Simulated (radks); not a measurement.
As, 33 electrons, occupied as [Ar] 3d10 4s2 4p3.

All-electron calculation, Dirac Kohn-Sham, PBE, spin-unpolarised, spherical densities, finite nucleus; open shells fill j = l - 1/2 first; Fermi nuclear charge, rms radius 4.0968 fm. Program: a radial shooting solver on a logarithmic mesh with Libxc functionals.

Energy parts (hartree):
total: -2260.92299
kinetic: 2311.90805
electron-nucleus: -5457.66305
Hartree: 968.53097
exchange-correlation: -83.69896

Orbitals (lengths in bohr, moments of r in powers of bohr; r(max) is where P^2 peaks; r(90%) holds 90 % of the orbital's charge):
| orbital | occ. | eigenvalue (hartree) | <r^2> | r(90%) | <r> | r(max) |
|---|---|---|---|---|---|---|
| 1s1/2 | 2 | -430.5371 | 0.002786 | 0.0813 | 0.04550 | 0.02973 |
| 2s1/2 | 2 | -54.60826 | 0.04842 | 0.314 | 0.2025 | 0.1701 |
| 2p1/2 | 2 | -48.78735 | 0.03746 | 0.286 | 0.1747 | 0.1342 |
| 2p3/2 | 4 | -47.44370 | 0.03893 | 0.291 | 0.1784 | 0.1373 |
| 3s1/2 | 2 | -6.98613 | 0.4125 | 0.893 | 0.5981 | 0.5218 |
| 3p1/2 | 2 | -5.03067 | 0.4375 | 0.936 | 0.6100 | 0.5154 |
| 3p3/2 | 4 | -4.84609 | 0.4527 | 0.952 | 0.6206 | 0.5239 |
| 3d3/2 | 4 | -1.50448 | 0.5777 | 1.13 | 0.6756 | 0.4754 |
| 3d5/2 | 6 | -1.47771 | 0.5860 | 1.14 | 0.6804 | 0.4781 |
| 4s1/2 | 2 | -0.52962 | 4.347 | 2.92 | 1.941 | 1.618 |
| 4p1/2 | 2 | -0.19545 | 7.580 | 3.96 | 2.525 | 1.962 |
| 4p3/2 | 1 | -0.18548 | 7.918 | 4.05 | 2.579 | 2.001 |

The highest occupied level is 4p3/2 at -5.047 eV. The density falls to 0.001 e/bohr^3 at r = 4.39 bohr. Summed over all electrons, <r^2> = 41.44 bohr^2, which gives a Langevin (diamagnetic) susceptibility term of -32.8 x 10^-6 cm^3/mol. For comparison, the ionisation energy in NIST's Atomic Spectra Database is 9.789 eV (measured). In exact Kohn-Sham theory the highest level is minus the ionisation energy, but local and semilocal functionals leave it too shallow, through self-interaction and a potential that decays too fast; potentials with the right tail come closer. The electron density at the nucleus is 3.556e+04 e/bohr^3.

Beside tabulated values, note that spin-unpolarised runs miss the spin-polarisation part of the exchange energy of open shells.
